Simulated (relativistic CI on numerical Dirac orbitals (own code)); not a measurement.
Calculated at this level of theory: Dirac-Coulomb-Breit CI, KLI orbitals optimised for each configuration, a model potential for QED, unscaled Slater integrals (own radial code, finite nucleus).

The strongest absorption lines from the ground level of an ion, among the configurations computed and to levels below about 89200 eV (vacuum wavelength in Å, gf): 0.1391 (0.0086), 0.1407 (0.015), 0.1438 (0.031), 0.1443 (0.014), 0.1511 (0.084), 0.1523 (0.04), 0.1761 (0.4), 0.1817 (0.24).

(1) Which ion is it?
A. Ta71+
B. Au77+
C. Ho65+
D. Pa89+

## Answers

(1) B. Au77+ has 2 electrons and the ground level 1s2 1S_0; the strongest line goes to 1s 2p 1P°_1. The pattern of lines fixes the number of electrons, and along that sequence the line energies rise steadily with the charge (about as its square where n changes within one kind of shell, about linearly where n is kept but much faster in heavy ions where fine structure, which grows about as Z⁴, sets the gap, and irregularly where shells cross), which fixes Z. Configurations outside the model, such as inner-shell arrays, can give stronger lines. At this charge energies of transitions that change n are usually good to better than 1 %, and those within a shell (Δn = 0) to a few per cent.

LS names give the leading component of a level, which can be under half, so a name can repeat, a term be missing and a line seem to break the LS rules.
